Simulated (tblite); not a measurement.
Parent: `[O:1]=[CH:2]/[CH:3]=[C:4](\[F:5])[SiH3:6]` with O1–C2–C3–C4 180°, C3H5FOSi.

The geometries are computed with GFN2-xTB (gas phase). One conformer each, not checked by frequencies here.

| coordinate of the parent | value |
| --- | --- |
| O1=C2 | 1.205 Å |
| C2–C3 | 1.461 Å |
| C3=C4 | 1.337 Å |
| C4–F5 | 1.350 Å |
| C4–Si6 | 1.904 Å |
| O1–C2–C3 | 124.4° |
| C2–C3–C4 | 124.6° |
| C3–C4–F5 | 118.7° |
| C3–C4–Si6 | 128.1° |
| F5–C4–Si6 | 113.2° |

Question: How does the shared frame change in `[CH:1]#[C:2][SiH2:3]/[C:4]([F:5])=[CH:6]\[CH:7]=[O:8]` with C2–Si3–C4–F5 120°, C4–C6–C7–O8 -178°, C5H5FOSi? Atoms pair as O1 = O8, C2 = C7, C3 = C6, C4 = C4, F5 = F5, Si6 = Si3 (parent first).

Answer: 
| parent | relative | value in the relative | change |
| --- | --- | --- | --- |
| O1=C2 | O8=C7 | 1.204 Å | -0.001 |
| C2–C3 | C7–C6 | 1.452 Å | -0.009 |
| C3=C4 | C6=C4 | 1.336 Å | -0.001 |
| C4–F5 | C4–F5 | 1.349 Å | -0.001 |
| C4–Si6 | C4–Si3 | 1.914 Å | +0.010 |
| O1–C2–C3 | O8–C7–C6 | 125.2° | +0.8 |
| C2–C3–C4 | C7–C6–C4 | 122.0° | -2.6 |
| C3–C4–F5 | C6–C4–F5 | 117.2° | -1.5 |
| C3–C4–Si6 | C6–C4–Si3 | 129.7° | +1.6 |
| F5–C4–Si6 | F5–C4–Si3 | 113.1° | -0.1 |

Of the parent's bonds, C2–C3 and C4–Si6 change most and about equally (-0.009 to +0.010 Å). Bonds of the relative outside the shared frame: C1≡C2 1.203, C2–Si3 1.847 Å. Point group Cs → C1.

Question: How does the shared frame change in `[CH3:1][CH2:2][SiH2:3]/[C:4]([F:5])=[CH:6]\[CH:7]=[O:8]` with C1–C2–Si3–C4 179°, C2–Si3–C4–F5 -3°, C4–C6–C7–O8 180°, C5H9FOSi? Atoms pair as O1 = O8, C2 = C7, C3 = C6, C4 = C4, F5 = F5, Si6 = Si3 (parent first).

Answer: 
| parent | relative | value in the relative | change |
| --- | --- | --- | --- |
| O1=C2 | O8=C7 | 1.204 Å | -0.001 |
| C2–C3 | C7–C6 | 1.451 Å | -0.010 |
| C3=C4 | C6=C4 | 1.336 Å | -0.001 |
| C4–F5 | C4–F5 | 1.349 Å | -0.001 |
| C4–Si6 | C4–Si3 | 1.912 Å | +0.008 |
| O1–C2–C3 | O8–C7–C6 | 125.4° | +1.0 |
| C2–C3–C4 | C7–C6–C4 | 121.9° | -2.7 |
| C3–C4–F5 | C6–C4–F5 | 117.0° | -1.7 |
| C3–C4–Si6 | C6–C4–Si3 | 129.2° | +1.1 |
| F5–C4–Si6 | F5–C4–Si3 | 113.8° | +0.6 |

Of the parent's bonds, C2–C3 changes most (-0.010 Å). Bonds of the relative outside the shared frame: C1–C2 1.526, C2–Si3 1.898 Å.

Question: How does the shared frame change in `[CH3:1][SiH2:2]/[C:3]([F:4])=[CH:5]/[CH:6]=[O:7]` with C1–Si2–C3–F4 -62°, C3–C5–C6–O7 180°, C4H7FOSi? Atoms pair as O1 = O7, C2 = C6, C3 = C5, C4 = C3, F5 = F4, Si6 = Si2 (parent first).

Answer: 
```tsv
parent	relative	value in the relative	change
O1=C2	O7=C6	1.206 Å	+0.001
C2–C3	C6–C5	1.460 Å	-0.001
C3=C4	C5=C3	1.337 Å	0.000
C4–F5	C3–F4	1.351 Å	+0.001
C4–Si6	C3–Si2	1.908 Å	+0.004
O1–C2–C3	O7–C6–C5	124.5°	+0.1
C2–C3–C4	C6–C5–C3	124.5°	-0.1
C3–C4–F5	C5–C3–F4	118.6°	-0.1
C3–C4–Si6	C5–C3–Si2	128.3°	+0.2
F5–C4–Si6	F4–C3–Si2	113.1°	-0.1
```

Of the parent's bonds, C4–Si6 changes most (+0.004 Å). Bonds of the relative outside the shared frame: C1–Si2 1.896 Å. Point group Cs → C1.

Question: How does the shared frame change in `[CH3:1][CH:2]([CH3:3])[O:4][SiH2:5]/[C:6]([F:7])=[CH:8]/[CH:9]=[O:10]` with C1–C2–O4–Si5 -35°, C2–O4–Si5–C6 -177°, O4–Si5–C6–F7 -179°, C6–C8–C9–O10 180°, C6H11FO2Si? Atoms pair as O1 = O10, C2 = C9, C3 = C8, C4 = C6, F5 = F7, Si6 = Si5 (parent first).

Answer: 
```
   parent   relative  value in the relative  change
    O1=C2     O10=C9                1.206 Å  +0.001
    C2–C3      C9–C8                1.459 Å  -0.002
    C3=C4      C8=C6                1.336 Å  -0.001
    C4–F5      C6–F7                1.349 Å  -0.001
   C4–Si6     C6–Si5                1.896 Å  -0.008
 O1–C2–C3  O10–C9–C8                 124.6°    +0.2
 C2–C3–C4   C9–C8–C6                 124.7°    +0.1
 C3–C4–F5   C8–C6–F7                 118.9°    +0.2
C3–C4–Si6  C8–C6–Si5                 128.1°     0.0
F5–C4–Si6  F7–C6–Si5                 113.0°    -0.2
```

Of the parent's bonds, C4–Si6 changes most (-0.008 Å). Bonds of the relative outside the shared frame: C1–C2 1.522, C2–C3 1.526, C2–O4 1.409, O4–Si5 1.604 Å. Point group Cs → C1.

Question: How does the shared frame change in `[CH3:1][CH2:2][CH2:3][SiH2:4]/[C:5]([F:6])=[CH:7]/[CH:8]=[O:9]` with C1–C2–C3–Si4 180°, C2–C3–Si4–C5 179°, C3–Si4–C5–F6 71°, C5–C7–C8–O9 179°, C6H11FOSi? Atoms pair as O1 = O9, C2 = C8, C3 = C7, C4 = C5, F5 = F6, Si6 = Si4 (parent first).

Answer: 
```
   parent   relative  value in the relative  change
    O1=C2      O9=C8                1.206 Å  +0.001
    C2–C3      C8–C7                1.460 Å  -0.001
    C3=C4      C7=C5                1.337 Å   0.000
    C4–F5      C5–F6                1.350 Å   0.000
   C4–Si6     C5–Si4                1.905 Å  +0.001
 O1–C2–C3   O9–C8–C7                 124.5°    +0.1
 C2–C3–C4   C8–C7–C5                 124.7°    +0.1
 C3–C4–F5   C7–C5–F6                 118.7°     0.0
C3–C4–Si6  C7–C5–Si4                 127.8°    -0.3
F5–C4–Si6  F6–C5–Si4                 113.5°    +0.3
```

No shared bond changes by more than 0.004 Å. Bonds of the relative outside the shared frame: C1–C2 1.524, C2–C3 1.528, C3–Si4 1.901 Å. Point group Cs → C1.
